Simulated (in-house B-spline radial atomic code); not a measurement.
Configurations of Hg⁴⁺, with energies counted from [Xe] 4f14 (5d3/2)4 (5d5/2)4. Level of theory: Dirac-Hartree-Fock, average of each configuration as written, Fermi nucleus of rms radius 5.4648 fm; calculated with a B-spline radial code for spherical atoms. Energies include first-order Breit, QED and recoil terms.

Occupations are held fixed; configurations that lie above the ionisation limit could autoionise.

| configuration | E - E(ref) (eV) | highest orbital | its <r> (bohr) |
| --- | --- | --- | --- |
| [Xe] 4f14 (5d3/2)3 (5d5/2)5 | 2.1449 | 5d5/2 | 1.347 |
| [Xe] 4f14 (5d3/2)3 (5d5/2)4 7s1 | 39.463 | 7s1/2 | 4.114 |
| [Kr] 4d10 4f14 5s2 (5p1/2)2 (5p3/2)3 (5d3/2)2 (5d5/2)6 7s1 | 104.18 | 7s1/2 | 4.097 |
| [Kr] 4d10 4f14 5s2 (5p1/2)1 (5p3/2)4 (5d3/2)4 (5d5/2)4 (6d3/2)1 | 117.53 | 6d3/2 | 3.391 |
| [Xe] (4f5/2)6 (4f7/2)7 (5d3/2)4 (5d5/2)4 (6p3/2)1 | 120.01 | 6p3/2 | 2.577 |
| [Xe] (4f5/2)6 (4f7/2)7 (5d3/2)2 (5d5/2)6 (5g9/2)1 | 149.82 | 5g9/2 | 5.446 |

Q: Order these further configurations by energy, lowest first.
A. [Xe] 4f14 (5d3/2)2 (5d5/2)5 (6p3/2)1
B. [Xe] (4f5/2)5 (4f7/2)8 (5d3/2)2 (5d5/2)6 (8d5/2)1
C. [Xe] 4f14 (5d3/2)2 (5d5/2)6
D. [Xe] 4f14 (5d3/2)4 (5d5/2)3 (9f7/2)1
E. [Kr] 4d10 4f14 5s2 (5p1/2)1 (5p3/2)4 (5d3/2)2 (5d5/2)6 (6g7/2)1

A: C (3.9612 eV), A (28.502 eV), D (56.76 eV), E (135.96 eV), B (156.51 eV).

Q: How far above the reference does [Xe] 4f14 (5d3/2)1 (5d5/2)6 (7d5/2)1 lie?

A: 52.836 eV; its least bound orbital is 7d5/2 with <r> = 5.996 bohr.

Q: How far above the reference does [Xe] 4f14 (5d3/2)2 (5d5/2)5 (8g9/2)1 lie?

A: 61.536 eV; its least bound orbital is 8g9/2 with <r> = 17.06 bohr.
